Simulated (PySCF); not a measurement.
Molecule: `C(#C)C(=C)C(F)F`, C$_{5}$H$_{4}$F$_{2}$.

Bonds (- single, = double, # triple, : aromatic): C1#C2, C2-C3, C3=C4, C3-C5, C5-F6, C5-F7. C1 carries H8; C4 carries H9, H10; C5 carries H11. H9 is cis to C2; H10 is trans to C2.

Frames of a GFN2-xTB Langevin trajectory at 300 K; GIAO PBE0/pcSseg-1 shieldings in PySCF, gas phase, non-relativistic; equivalent atoms averaged within each frame.

Shifts are taken against calculated references (same method and geometry level): 13C (σref 186.93) and 1H (σref 31.72) vs TMS; 19F (σref 170.95) vs CFCl3. The references are static minima.

How do the shifts (ppm) fluctuate along the trajectory?

## Answers


| time (fs) | C3 | C4 | C5 | C1 | C2 | F6/F7 | H9 | H11 | H10 | H8 |
| --- | --- | --- | --- | --- | --- | --- | --- | --- | --- | --- |
| optimised geometry | 133.0 | 136.9 | 119.2 | 92.1 | 84.4 | -136.2 | 6.39 | 6.42 | 6.59 | 2.87 |
| 250 | 129.9 | 129.2 | 121.6 | 92.3 | 89.5 | -131.0 | 7.35 | 6.83 | 6.15 | 3.39 |
| 425 | 141.9 | 154.5 | 123.3 | 99.7 | 88.3 | -97.3 | 7.82 | 7.38 | 7.28 | 3.18 |
| 625 | 136.4 | 141.4 | 121.1 | 96.2 | 88.8 | -115.0 | 6.85 | 6.96 | 6.99 | 4.17 |
| 800 | 130.5 | 137.4 | 119.9 | 91.8 | 84.5 | -126.2 | 7.78 | 6.36 | 7.27 | 2.49 |
| 1000 | 136.0 | 143.4 | 124.7 | 101.2 | 84.9 | -117.0 | 5.95 | 6.49 | 6.89 | 4.37 |
| mean of frames | 134.9 | 141.2 | 122.1 | 96.2 | 87.2 | -117.3 | 7.15 | 6.80 | 6.92 | 3.52 |
| standard deviation | 4.9 | 9.2 | 1.9 | 4.2 | 2.3 | 12.9 | 0.78 | 0.40 | 0.46 | 0.77 |

5 frames give an uncertainty of the mean of about the standard deviation over 2.2 at best, since frames this close in time may not be independent; classical motion lacks zero-point vibration, and the reference would need the same averaging.
